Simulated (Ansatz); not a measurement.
`[NH]=[Nb]([F])([Cl])[Cl]` and `[NH]=[Nb]([Cl])([Cl])[Cl]` differ in one atom or group.

Ansatz, PBE0-D4/def2-TZVP geometries, multiplicity 1. Each molecule was computed in one conformer, which needn't be the lowest.

Elements past krypton have def2 core potentials.

```csv
property,`[NH]=[Nb]([F])([Cl])[Cl]`
"ideal-gas entropy at 298 K and 1 bar (rigid rotor, harmonic PBE0-D4/def2-TZVP) / J/(mol·K)",360
HOMO–LUMO gap (ωB97M-V/def2-TZVPP) / eV,10.52
HOMO energy (PBE0/def2-TZVPP) / eV,-8.76
HOMO–LUMO gap (PBE0/def2-TZVPP) / eV,6.21
HOMO energy (PBE/def2-TZVPP) / eV,-7.40
zero-point energy (PBE0-D4/def2-TZVP) / kJ/mol,49.0
```

Problem. What does the change do to each property? (An estimate is asked.)

Solution. Ansatz gave: 
| property | `[NH]=[Nb]([Cl])([Cl])[Cl]` | shift |
| --- | --- | --- |
| ideal-gas entropy at 298 K and 1 bar (rigid rotor, harmonic PBE0-D4/def2-TZVP) / J/(mol·K) | 363 | 3 |
| HOMO–LUMO gap (ωB97M-V/def2-TZVPP) / eV | 10.31 | -0.21 |
| HOMO energy (PBE0/def2-TZVPP) / eV | -8.80 | -0.04 |
| HOMO–LUMO gap (PBE0/def2-TZVPP) / eV | 6.01 | -0.20 |
| HOMO energy (PBE/def2-TZVPP) / eV | -7.43 | -0.03 |
| zero-point energy (PBE0-D4/def2-TZVP) / kJ/mol | 46.7 | -2.3 |
